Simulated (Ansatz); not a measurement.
ClRb, charge +1, doublet, at a GFN2-xTB geometry (such geometries of metal compounds can be far from the true shape) (a state made from the parent by changing its charge; the spin is typed, not shown lowest) (core potentials on Rb); B3LYP5/def2-SVPD run with Ansatz (a program for electronic structure).

The Ansatz input:
Ansatz 0.2 input:
```yaml
crystal:
  periodic: [false, false, false]
  atoms:
    - {symbol: Rb, position_ang: [-0.00000000, -0.00000000, -1.02590000]}
    - {symbol: Cl, position_ang: [0.00000000, 0.00000000, 2.23284117]}
basis:
  gaussian:
    orbitals: def2-SVPD
hamiltonian:
  xc: b3lyp5
total_charge: 1
magnetization: {spin_polarized: true, initial_magnetization: 1}
```

What the program printed (banner, timings and long lists left out):

```
Functional definition: B3LYP5
502 factors; integrals over basis functions are off by at most 5.3e-4 eV
mean field evaluation 1: about -13162.1350 eV, gradient 2.6e1 eV
mean field evaluation 2: about -13164.1304 eV, gradient 2.1e1 eV
mean field evaluation 4: about -13166.4271 eV, gradient 5.8e-1 eV
mean field evaluation 8: about -13166.4327 eV, gradient 1.8e-3 eV
mean field evaluation 16: about -13166.4327 eV, gradient 1.4e-6 eV
mean field evaluation 32: about -13166.6728 eV, gradient 1.1e-5 eV
mean field -13166.67282371 eV, -483.8663015801 hartree, gradient 3.1e-6 eV, S^2 0.752258; 4 other end points of the search recorded, 0 dependent functions left out
reference -13166.67303832 eV, -483.8663094666 hartree; 13, 12 occupied and 41, 42 virtual orbitals, 502 factors
Total energy: -13166.67303832 eV, -483.8663094666 hartree
```
